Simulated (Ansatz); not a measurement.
**A relaxation, step by step**

KCl2 (charge +1), singlet, PBE0-D4/def2-TZVP (Ansatz 0.2.0). Settings:

```yaml
hamiltonian: {xc: pbe0, dispersion: d4}
relax: {f_tol: 0.005, max_steps: 200}
```

Start:

K1  (0.002, 0.005, -2.086)
Cl2  (-0.330, -0.984, 1.041)
Cl3  (0.329, 0.979, 1.045)
(Å)

| step | energy less the last (meV) | largest force component (eV/Å) |
| --- | --- | --- |
| 1 | 62.1 | 1.356 |
| 2 | 0.6 | 0.153 |
| 3 | 0.0 | 0.025 |
| 4 | 0.0 | 0.001 |

Step 2, positions (Å) and forces (eV/Å):

```csv
atom,x,y,z,Fx,Fy,Fz
K1,0.002,0.005,-2.093,0.000,0.000,0.001
Cl2,-0.319,-0.949,1.044,0.051,0.153,-0.001
Cl3,0.317,0.944,1.048,-0.051,-0.152,-0.001
```

Step 3, positions (Å) and forces (eV/Å):

```tsv
atom	x	y	z	Fx	Fy	Fz
K1	0.002	0.005	-2.094	0.000	0.000	0.001
Cl2	-0.317	-0.944	1.045	-0.008	-0.025	-0.001
Cl3	0.316	0.940	1.049	0.008	0.025	0.000
```

Last step (4):

```xyz
3
angstrom
K 0.0016 0.0049 -2.0933
Cl -0.3174 -0.9450 1.0446
Cl 0.3158 0.9401 1.0487
```

The run took about 7 s on 2 CPU threads of an Arm Neoverse V2 (shared host).
